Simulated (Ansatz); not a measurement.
Cl₂HSeSi (`Cl[Si](Cl)[SeH]`) radical, relaxed with UKS PBE-D4/def2-SVP in Ansatz from a rough embedded geometry. The force threshold is 0.03 eV/Å; the program also tests the step.

The species carries charge 0 and has multiplicity 2.

Start:

```xyz
5

Cl    2.046    0.821   -0.178
Si    0.606   -0.714   -0.138
Cl   -0.369   -0.768   -1.972
Se   -0.943   -0.316    1.435
H    -1.340    0.977    0.853
```

```json
{"step": "1", "energy (eV)": "-98248.7768", "largest force (eV/Å)": "0.937", "largest move (Å)": "0.000"}
{"step": "2", "energy (eV)": "-98248.8172", "largest force (eV/Å)": "0.258", "largest move (Å)": "0.118"}
{"step": "3", "energy (eV)": "-98248.8253", "largest force (eV/Å)": "0.079", "largest move (Å)": "0.030"}
{"step": "4", "energy (eV)": "-98248.8256", "largest force (eV/Å)": "0.021", "largest move (Å)": "0.005"}
```

End:

```xyz
5

Cl    2.034    0.799   -0.217
Si    0.591   -0.708   -0.149
Cl   -0.300   -0.775   -2.036
Se   -0.965   -0.308    1.506
H    -1.360    0.991    0.895
```

Run time 4.4 s (4 threads of a server CPU on a shared host); peak host memory 0.19 GiB.
